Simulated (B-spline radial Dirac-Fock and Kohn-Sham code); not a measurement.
# Dipole and non-dipole photoemission parameters of Ag²⁺ 4s

System: silver as Ag²⁺ in the configuration [Kr] 4d9; threshold 125.4 eV (orbital energy of the model). Calculated with a radial atomic solver, using Dirac-Hartree-Slater photoionisation with a Latter tail; cross sections with all multipoles, angular parameters from the dipole term and its interference with E2.

The run's input, task.json:

```json
{"items": [{
  "Z": 47,
  "q": 2,
  "cfg": [[1, 0, 2], [2, 0, 2], [2, 1, 6], [3, 0, 2], [3, 1, 6], [3, 2, 10], [4, 0, 2], [4, 1, 6], [4, 2, 9]],
  "A": 107,
  "rrms": 4.5454,
  "do": "xps",
  "hv": [80, 100, 102.0, 112.0, 155.0, 158.0, 190.0, 200, 235.0, 295.0, 300, 425.0, 459.0, 516.0, 600, 620.0, 800, 890.0, 943.0, 1080.0, 1253.6, 1860.0, 2660.0, 2984.4, 6820.0, 7330.0, 8150.0, 9640.0, 10200.0]
}]}
```

Command: `python xray2_run.py task.json out`

For linearly polarised light dσ/dΩ = σ/(4π) [1 + β P₂(cos θ) + (δ + γ cos²θ) sin θ cos φ], with θ from the polarisation vector and φ the angle between the beam and the projection of the electron momentum on the plane normal to the polarisation.

```csv
hν (eV),σ (kb),β,γ
155,176,1.961,0.144
158,174,1.962,0.155
190,156,1.972,0.242
200,150,1.974,0.259
235,130,1.978,0.296
295,104,1.982,0.324
300,?,?,?
425,65.2,1.987,0.319
459,58.8,1.987,0.311
516,49.9,1.988,0.296
600,39.9,1.989,0.270
620,37.9,1.989,0.263
800,25.1,1.991,0.200
890,21.2,1.991,0.170
943,19.2,1.991,0.153
1080,15.3,1.992,0.112
1253.6,11.9,1.992,0.067
1860,5.93,1.993,-0.041
2660,3.08,1.994,-0.094
2984.4,2.48,1.994,-0.096
6820,0.480,1.994,0.231
7330,0.413,1.994,0.293
8150,0.330,1.994,0.394
9640,0.230,1.994,0.578
10200,0.203,1.994,0.646
```

Q: Give the values at 300 eV.

A: σ = 102 kb, β = 1.983, γ = 0.325. For an s subshell δ is negligible.
